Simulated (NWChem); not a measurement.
System: C₂H₄BFO; SMILES CB(F)C=O

NWChem input:

```
start job
memory heap 200 mb stack 900 mb global 1100 mb
geometry units angstroms noautoz
  C     -1.306937     1.162349     0.128828
  B      0.029835     0.519472    -0.326115
  F      1.031386     1.253109    -0.796845
  C      0.286598    -1.074447    -0.288586
  O     -0.504826    -1.830705     0.227179
  H     -1.895871     0.473016     0.749436
  H     -1.903813     1.380193    -0.776721
  H     -1.159778     2.123569     0.644115
  H      1.229981    -1.481723    -0.749210
end
basis spherical
  C library 6-31g*
  B library 6-31g*
  F library 6-31g*
  O library 6-31g*
  H library 6-31g*
end
dft
  xc b3lyp
  iterations 150
  mulliken
end
task dft energy
```

All runs use the structure optimised with PBE0/def2-SVP.

Task: Predict the main results of this run. (B3LYP/6-31G* (spherical d).) Quantities: energy (Ha); highest occupied level (eV); orbital gap (eV); dipole (D).

Result: 
- energy (Ha): -278.57
- highest occupied level (eV): -6.68
- orbital gap (eV): 4.33
- dipole (D): 1.50
